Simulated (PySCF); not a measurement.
## Multinuclear NMR of C$_{6}$H$_{11}$N$_{3}$OSi

Molfile (atoms numbered from 1):
```
C6H11N3OSi
     RDKit          3D

 22 22  0  0  0  0  0  0  0  0999 V2000
    1.2498    2.5529    0.5278 C   0  0  0  0  0  0  0  0  0  0  0  0
    1.5821    1.1201    0.3861 C   0  0  0  0  0  0  0  0  0  0  0  0
    2.8050    0.6478    0.5069 N   0  0  0  0  0  0  0  0  0  0  0  0
    2.7648   -0.6625    0.3261 N   0  0  0  0  0  0  0  0  0  0  0  0
    1.5133   -0.9923    0.0945 C   0  0  0  0  0  0  0  0  0  0  0  0
    1.0163   -2.3139   -0.1564 C   0  0  0  0  0  0  0  0  0  0  0  0
   -0.1539   -2.5519   -0.3650 O   0  0  0  0  0  0  0  0  0  0  0  0
    0.7036    0.1196    0.1212 N   0  0  0  0  0  0  0  0  0  0  0  0
   -1.0649    0.1312   -0.1420 Si  0  0  0  0  0  4  0  0  0  0  0  0
   -1.4530   -0.3413   -1.9360 C   0  0  0  0  0  0  0  0  0  0  0  0
   -1.9360   -0.7704    1.2796 C   0  0  0  0  0  0  0  0  0  0  0  0
    0.8034    2.9353   -0.3881 H   0  0  0  0  0  0  0  0  0  0  0  0
    0.5450    2.7042    1.3431 H   0  0  0  0  0  0  0  0  0  0  0  0
    2.1682    3.0939    0.7367 H   0  0  0  0  0  0  0  0  0  0  0  0
    1.7866   -3.0995   -0.1441 H   0  0  0  0  0  0  0  0  0  0  0  0
   -1.3387    1.5731    0.0099 H   0  0  0  0  0  0  0  0  0  0  0  0
   -0.8322    0.2164   -2.6327 H   0  0  0  0  0  0  0  0  0  0  0  0
   -1.3062   -1.3984   -2.1279 H   0  0  0  0  0  0  0  0  0  0  0  0
   -2.4887   -0.1059   -2.1581 H   0  0  0  0  0  0  0  0  0  0  0  0
   -3.0000   -0.5594    1.2448 H   0  0  0  0  0  0  0  0  0  0  0  0
   -1.8102   -1.8463    1.2282 H   0  0  0  0  0  0  0  0  0  0  0  0
   -1.5647   -0.4333    2.2443 H   0  0  0  0  0  0  0  0  0  0  0  0
  1  2  1  0
  2  3  2  0
  3  4  1  0
  4  5  2  0
  5  6  1  0
  6  7  2  0
  5  8  1  0
  8  9  1  0
  9 10  1  0
  9 11  1  0
  8  2  1  0
  1 12  1  0
  1 13  1  0
  1 14  1  0
  6 15  1  0
  9 16  1  0
 10 17  1  0
 10 18  1  0
 10 19  1  0
 11 20  1  0
 11 21  1  0
 11 22  1  0
M  END
```

PySCF 2.14.0 with density-fitted response routines calculation with shieldings: GIAO PBE0/pcSseg-1 and geometry from GFN2-xTB; non-relativistic, one conformer, gas phase, averaged over atoms made equivalent by symmetry, fast rotation or ring inversion.

Problem. Where does ²⁹Si resonate?

Solution. 
```json
{"atoms": "Si9", "environment": "silicon bonded to 2 C, N, H", "σ (ppm)": "362.9", "δ (ppm)": "-18.3"}
```

Shieldings were converted by a linear fit to measured shifts: ²⁹Si (scatter 8.9 ppm rms, 25.8 ppm with the 6 outliers that the fit left out vs TMS, solution or neat liquid). Occasional misses reach two or three times the rms, and more in compound classes unlike the fitted ones.

On a 500 MHz spectrometer ²⁹Si resonates near 99.3 MHz, so 1 ppm is 99.3 Hz.

Problem. What are the ¹⁵N shifts?

Solution. 
```json
{"atoms": "N4", "environment": "pyridine-type nitrogen of an azole", "σ (ppm)": "-149.2", "δ (ppm)": "-10.6"}
{"atoms": "N3", "environment": "pyridine-type nitrogen of an azole", "σ (ppm)": "-113.3", "δ (ppm)": "-43.7"}
{"atoms": "N8", "environment": "pyrrole-type ring nitrogen", "σ (ppm)": "68.1", "δ (ppm)": "-210.8"}
```

Shieldings were converted by a linear fit to measured shifts: ¹⁵N (scatter 6.3 ppm rms vs CH3NO2, solution or neat liquid). Occasional misses reach two or three times the rms, and more in compound classes unlike the fitted ones.

On a 600 MHz spectrometer ¹⁵N resonates near 60.8 MHz, so 1 ppm is 60.8 Hz.

Problem. What are the ¹⁷O shifts?

Solution. 
| atoms | environment | σ (ppm) | δ (ppm) |
| --- | --- | --- | --- |
| O7 | aldehyde oxygen | -288.9 | 529.9 |

Shieldings were converted by a linear fit to measured shifts: ¹⁷O: δ = 266.70 − 0.911σ (rms 10.7 ppm, 155 shifts, 12.2 ppm with the 3 outliers that the fit left out vs liquid water, solution or neat liquid). Occasional misses reach two or three times the rms, and more in compound classes unlike the fitted ones.

On a 500 MHz spectrometer ¹⁷O resonates near 67.8 MHz, so 1 ppm is 67.8 Hz.
